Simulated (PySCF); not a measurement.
C₃H₁₀GeN₂.
Cartesian coordinates in Å at the GFN2-xTB level; atoms count from 1:
```
atom  x, y, z in Å
C1     1.2892    1.7226    0.6729
C2     1.2560    0.4052    0.8324
N3     0.7455   -0.5136   -0.0679
C4     0.3084   -1.7884    0.4582
N5    -0.0677    0.0112   -1.0818
Ge6   -1.8153    0.4995   -0.8978
H7     1.7759    2.3511    1.3950
H8     0.8525    2.2007   -0.1862
H9     1.7116   -0.0635    1.6942
H10    0.1992   -2.4893   -0.3716
H11   -0.6577   -1.7102    0.9787
H12    1.0566   -2.1742    1.1476
H13    0.1806   -0.4110   -1.9696
H14   -2.1444    1.1093   -2.2181
H15   -1.9076    1.4816    0.2205
H16   -2.7905   -0.6219   -0.6179
```

Level of theory: PySCF 2.14.0, density-fitted response routines, TDDFT CAM-B3LYP/def2-SVPD, vertical, gas phase, core orbitals frozen in the response. The CAM-B3LYP/def2-SVPD calculation is non-relativistic and has no spin–orbit coupling, an omission that weighs most on germanium.

Q: Predict the UV-vis stick spectrum at this level.

A: 

```json
{"state": "S1", "E (eV)": "5.20", "E (kJ/mol)": "502", "λ (nm)": "238.4", "f": "0.063", "main configurations (H = HOMO, L = LUMO)": "H→L (79%), H→L+1 (14%)"}
{"state": "S2", "E (eV)": "5.75", "E (kJ/mol)": "555", "λ (nm)": "215.6", "f": "0.099", "main configurations (H = HOMO, L = LUMO)": "H→L+1 (61%), H→L (12%), H→L+2 (11%)"}
{"state": "S3", "E (eV)": "6.11", "E (kJ/mol)": "590", "λ (nm)": "202.8", "f": "0.012", "main configurations (H = HOMO, L = LUMO)": "H→L+2 (51%), H-1→L (14%), H→L+4 (10%)"}
{"state": "S4", "E (eV)": "6.24", "E (kJ/mol)": "602", "λ (nm)": "198.8", "f": "0.084", "main configurations (H = HOMO, L = LUMO)": "H→L+3 (40%), H→L+2 (19%), H→L+4 (13%)"}
{"state": "S5", "E (eV)": "6.37", "E (kJ/mol)": "615", "λ (nm)": "194.5", "f": "0.013", "main configurations (H = HOMO, L = LUMO)": "H-1→L (42%), H→L+3 (12%), H→L+2 (10%)"}
{"state": "S6", "E (eV)": "6.44", "E (kJ/mol)": "622", "λ (nm)": "192.4", "f": "0.060", "main configurations (H = HOMO, L = LUMO)": "H→L+4 (39%), H→L+6 (25%), H-1→L (15%)"}
{"state": "S7", "E (eV)": "6.62", "E (kJ/mol)": "639", "λ (nm)": "187.3", "f": "0.020", "main configurations (H = HOMO, L = LUMO)": "H→L+6 (37%), H→L+4 (24%), H→L+3 (15%)"}
{"state": "S8", "E (eV)": "6.76", "E (kJ/mol)": "652", "λ (nm)": "183.4", "f": "0.0099", "main configurations (H = HOMO, L = LUMO)": "H→L+5 (59%), H→L+6 (20%)"}
```

Triplets (Tamm–Dancoff): T1 3.94 eV, H→L+3 (28%), H→L+2 (18%), H→L+1 (17%); T2 5.13 eV, H→L (72%); T3 5.79 eV, H→L+1 (29%), H-1→L+1 (16%), H-1→L (16%).

The lowest singlet lies at 5.20 eV (238 nm, ultraviolet) and is of moderate strength; its leading configuration is HOMO→LUMO (79%). The strongest level in the table is S2 at 5.75 eV (216 nm, f = 0.099). Löwdin shares by element: HOMO carbon 42% or more, nitrogen 39% (atoms not listed hold the other 20%); LUMO germanium 34%, hydrogen 16% or more, carbon 12% or more (atoms not listed hold the other 38%). The listed states span 1.56 eV, and the widest gap between neighbours is 0.55 eV (S1 to S2). Weighted by f, the mean energy of these states is 5.99 eV. Of the 8 states listed, 7 reach f = 0.01 and none stays under 0.0005. Only the lowest 8 singlets were computed, as vertical energies without vibronic structure.

The run took 57 s wall (with the writing of density and orbital grids) on one thread of an Arm Neoverse V2, shared host with 32 logical CPUs at a one-minute load of 20, and the process peaked at 0.97 GiB of memory.

One conformer stands for the species.
